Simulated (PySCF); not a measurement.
## Electron correlation in V⁶⁺ (vanadium, charge +6)

Starting occupation: [Ne] 3s2 3p5, 3p1/2 with m_j = +1/2, 3p3/2 with m_j = -3/2, -1/2, +1/2, +3/2. Calculation: PySCF 2.14, in an even-tempered Gaussian basis (20 s from 0.27 bohr⁻², ratio 2.4; 14 p from 0.35 bohr⁻², ratio 2.4; 5 d from 2.9 bohr⁻², ratio 2.6; 5 f from 4.4 bohr⁻², ratio 2.6); X2C-1e with screened-nucleus spin-orbit coupling, Gaussian nucleus. Frozen: 1s2; 15 electrons correlated; the 50 highest virtual spinors left out.

MP2 pair energies summed by pair of shells (mhartree):

| pair | energy | share (%) |
| --- | --- | --- |
| 2p1/2-2p3/2 | -85.92 | 16.4 |
| 2p3/2-2p3/2 | -81.47 | 15.5 |
| 3p3/2-3p3/2 | -70.03 | 13.3 |
| 3p3/2-3s1/2 | -38.62 | 7.4 |
| 2p3/2-2s1/2 | -37.04 | 7.1 |
| 2p3/2-3p3/2 | -34.79 | 6.6 |
| 3p1/2-3p3/2 | -34.07 | 6.5 |
| 2p1/2-2p1/2 | -20.50 | 3.9 |
| 2p1/2-3p3/2 | -19.58 | 3.7 |
| 2p1/2-2s1/2 | -19.26 | 3.7 |
| 3p1/2-3s1/2 | -13.64 | 2.6 |
| 2p3/2-3s1/2 | -13.04 | 2.5 |
| 2s1/2-2s1/2 | -10.15 | 1.9 |
| 2s1/2-3p3/2 | -9.93 | 1.9 |
| 2p3/2-3p1/2 | -9.43 | 1.8 |
| 3s1/2-3s1/2 | -9.40 | 1.8 |
| 2p1/2-3s1/2 | -7.10 | 1.4 |
| 2s1/2-3s1/2 | -4.45 | 0.8 |
| 2p1/2-3p1/2 | -4.21 | 0.8 |
| 2s1/2-3p1/2 | -2.50 | 0.5 |

Total MP2 correlation energy: -525.14 mhartree.
